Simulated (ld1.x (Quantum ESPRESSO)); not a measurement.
What the settings do to the PAW potential of erbium

Base potential:

| Item | Value |
| --- | --- |
| Element | Er (Z = 68) |
| Generator | ld1.x (Quantum ESPRESSO) 7.5 |
| Type | PAW |
| Functional | PBEsol |
| Relativity | scalar-relativistic |
| Frozen core | [Kr] 4d10 4f11 |
| Valence charge | 11 |
| Reference configuration | 5s2 5p6 5d1 6s1.75 6p0.25 |
| Partial waves | 5s (bound): rcut 1.80, rcutus 2.10 bohr; 6s (bound): rcut 1.80, rcutus 2.10 bohr; 5p (bound): rcut 2.15, rcutus 2.35 bohr; 6p (bound): rcut 2.15, rcutus 2.35 bohr; 5d (bound): rcut 2.30, rcutus 3.15 bohr; 5d channel at 0.95 Ry: rcut 2.30, rcutus 3.15 bohr; 5f channel at 0.2 Ry: rcut 1.95, rcutus 2.40 bohr; 5f channel at 2.45 Ry: rcut 1.95, rcutus 2.40 bohr |
| Local potential | all-electron potential smoothed inside 2.05 bohr (lloc = -2) |
| Core correction | Bessel-smoothed model core inside 1.55 bohr |
| Augmentation charge | BESSEL, radius 1.35 bohr |

All-electron outer shells of the reference configuration (PBEsol, scalar-relativistic, ld1.x):

```tsv
shell	level (eV)	outermost node (bohr)	outermost maximum (bohr)
4d	-172.85	0.25	0.51
5s	-56.41	0.60	1.10
5p	-30.14	0.65	1.26
4f	-9.88	–	0.51
6s	-4.65	1.49	3.18
5d	-2.39	0.73	1.88
6p	-1.49	1.81	4.34
```

Cutoffs, loose and tight: the cutoffs (Ry, on a coarse ladder) from which the occupation-weighted sum of valence levels, in a spherical-Bessel basis at the reference potential, stays within 10 and 1 mRy of its value at 400 Ry. They do not see the model core or the augmentation charge, which bear on the density cutoff. Test errors are all-electron minus pseudo excitation energies from the reference, over the configurations 5s2 5p6 5d1 6s2 6p0; 5s2 5p6 5d1 6s1 6p0; 5s2 5p6 5d1 6s0 6p0; 5s1 5p6 5d1 6s2 6p0; 5s2 5p6 5d2 6s1 6p0; 5s2 5p6 5d1 6s0 6p1; 5s2 5p6 5d1 6s0 6p2. A dash means not determined; rows that change the core or the reference have their own tests. The largest error is taken over the tests solved by every variant that gives reliable tests at all: 5s2 5p6 5d1 6s0 6p0; 5s2 5p6 5d1 6s1 6p0; 5s2 5p6 5d1 6s2 6p0.

A true bound ghost makes a file unfit for plane-wave use even where its test errors are small: the radial tests pick states by their node count and pass the ghost by.

Cutoffs are not given where the Bessel-basis levels miss the radial ones by over 6 mRy, ghosts where they miss by over 20 mRy; a channel whose overlap is not positive is not tested.

On the changes marked as counting shells twice: ld1.x takes every shell without a wave as core, so the model core holds the marked electrons as well and exchange and correlation see them twice. This cancels in the reference configuration, but the file is broken for other ones, and its errors say nothing about a proper core correction.

A file whose overlap is not positive is unfit for use, and its test errors describe a broken file.

```tsv
change	outcome	cutoff, loose	cutoff, tight	bound ghosts	largest test error (meV)
base	generated	18 Ry	30 Ry	none	-16
waves 5d (bound): rcut 2.30, rcutus 4.10 bohr; 5d channel at 0.95 Ry: rcut 2.30, rcutus 4.10 bohr	generated	18 Ry	30 Ry	none	-17
type TM; waves now 5s (bound): rc 2.10 bohr; 5p (bound): rc 2.35 bohr; 5d (bound): rc 3.15 bohr; 5f channel at 0.2 Ry: rc 2.40 bohr; local potential all-electron potential smoothed inside 2.95 bohr (lloc = -2) (6p, 6s counted twice)	generated, misses its reference levels by 0.68 eV	21 Ry	45 Ry	none	+1299
reference 5s2 5p6 5d1 6s2 6p0	generated	18 Ry	25 Ry	none	-377
core correction Bessel-smoothed model core inside 1.76 bohr	generated	18 Ry	30 Ry	none	-16
waves 5p (bound): rcut 1.40, rcutus 1.48 bohr; 6p (bound): rcut 1.40, rcutus 1.48 bohr	failed: new_paw_hamiltonian: negative rho	–	–	–	–
functional PBE	failed: compute_chi: n is too large	–	–	–	–
wave 5f channel at 2.45 Ry: rcut 1.95, rcutus 2.40 bohr becomes 5f channel at 0.02 Ry: rcut 1.95, rcutus 2.40 bohr	generated	18 Ry	30 Ry	f	-16
core [Kr] 4d10, valence charge 22; reference 4f12 5s2 5p6 5d0 6s0 6p0; waves now 5s (bound): rcut 2.30, rcutus 2.65 bohr; 6s (bound): rcut 2.30, rcutus 2.65 bohr; 5p (bound): rcut 1.90, rcutus 2.30 bohr; 6p (bound): rcut 1.90, rcutus 2.30 bohr; 5d (bound): rcut 2.10, rcutus 2.55 bohr; 5d channel at 0.95 Ry: rcut 2.10, rcutus 2.55 bohr; 4f (bound): rcut 0.90, rcutus 1.25 bohr; 4f channel at 2.45 Ry: rcut 0.90, rcutus 1.25 bohr; local potential all-electron potential smoothed inside 2.45 bohr (lloc = -1); core correction Bessel-smoothed model core inside 0.60 bohr; augmentation BESSEL, radius 0.95 bohr	generated, overlap not positive	–	–	not determined (overlap not positive)	test run stopped at test 1 of 7 (negative rho)
augmentation PSQ, inside the norm-conserving radii	failed: new_paw_hamiltonian: negative rho	–	–	–	–
waves 5s (bound): rcut 1.32, rcutus 1.40 bohr; 6s (bound): rcut 1.32, rcutus 1.40 bohr	generated	18 Ry	40 Ry	none	-16
```
